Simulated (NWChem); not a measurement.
Species: HfO$_{2}$; SMILES [O]=[Hf]=[O]

Computed with NWChem. Medium grid unless said otherwise, to which SCAN and Minnesota functionals are sensitive. The geometry was optimised at PBE-D3(BJ)/def2-SVP. def2 effective core potentials on Hf; no spin-orbit coupling. Hybrids' shares of exact exchange are those that their runs print; pure functionals count as 0. The functionals differ in more than this share.

```
row              share of exact exchange  orbital gap (eV)
---------------  -----------------------  ----------------
PBE/def2-SVP                        0.00              1.09
BLYP/def2-SVP                       0.00              0.93
B3LYP/def2-SVP                      0.20              2.64
B97-2/def2-SVP                      0.21              3.03
PW6B95/def2-SVP                     0.28              3.31
M06-2X/def2-SVP                     0.54          withheld
```

Fit a straight line of the last column on the one before it, predict the withheld value, and compare with the run.


1. Means of the 5 shown rows: x = 0.138, y = 2.200. Slope Σ(x − x̄)(y − ȳ)/Σ(x − x̄)² = 0.5731/0.06728 = 8.518; intercept 1.025.
2. The shown rows scatter about the line by 0.125 (root mean square); the largest residual is +0.22, at B97-2/def2-SVP.
3. At x = 0.54 (M06-2X/def2-SVP; beyond the shown range) the line gives 5.62.
4. The run gives 5.21, -0.41 from the line, 3.3 times the scatter.
